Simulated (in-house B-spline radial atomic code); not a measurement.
Whole-atom quantities along the 45-electron series, configuration [Kr] 4d9. Breit and QED terms are first order and not part of the total energy; the density at the nucleus is averaged over the nuclear charge. Computed with a radial B-spline atomic code at the basis-set limit: Dirac-Hartree-Fock, average of the configuration, finite nuclei.

```
  ion   Z  E/Z² (Eh)  Σ<r²> (bohr²)  n(0)/Z³ (bohr⁻³)  Lamb diamagnetic shielding (ppm)  repulsion over attraction  Breit energy (eV)  self-energy (eV)  vacuum polarisation (eV)  Dirac less non-relativistic energy (Eh)
Hf27+  72    -2.8463          4.963            2.9854                           8668.02                    0.10994             415.98            343.31                   -60.105                                  -769.08
Ta28+  73    -2.8614         4.7501            3.1039                           8837.87                    0.10847             436.21            361.88                   -64.271                                  -818.47
 W29+  74    -2.8764         4.5505            3.2263                           9009.55                    0.10703             457.13            381.28                   -68.694                                   -870.4
Re30+  75    -2.8913         4.3632            3.3577                           9183.16                    0.10561             478.79            401.55                   -73.395                                  -924.98
Os31+  76    -2.9061          4.187            3.4871                            9358.7                    0.10421             501.18            422.72                   -78.378                                   -982.3
Ir32+  77    -2.9209         4.0212            3.6362                            9536.4                    0.10283             524.34            444.82                   -83.687                                 -1042.53
Pt33+  78    -2.9356         3.8649            3.7849                           9716.19                    0.10147             548.27            467.89                   -89.315                                 -1105.73
Au34+  79    -2.9503         3.7173            3.9454                           9898.25                    0.10014             573.01            491.99                   -95.298                                 -1172.05
Hg35+  80    -2.9649         3.5778            4.1095                           10082.6                   0.098819             598.56            517.16                   -101.65                                  -1241.6
Tl36+  81    -2.9795         3.4459            4.2879                           10269.4                   0.097521             624.96            543.44                    -108.4                                 -1314.56
Pb37+  82    -2.9941         3.3209            4.4714                           10458.7                   0.096243             652.21            570.88                   -115.57                                    -1391
Bi38+  83    -3.0087         3.2024             4.667                           10650.7                   0.094982             680.36            599.52                   -123.19                                 -1471.12
```

Question: With what power of Z does the column «vacuum polarisation (eV)» change over this range?

Answer: A fit of the logarithm of its size against log Z from Z = 72 to 83 has slope 5.05.
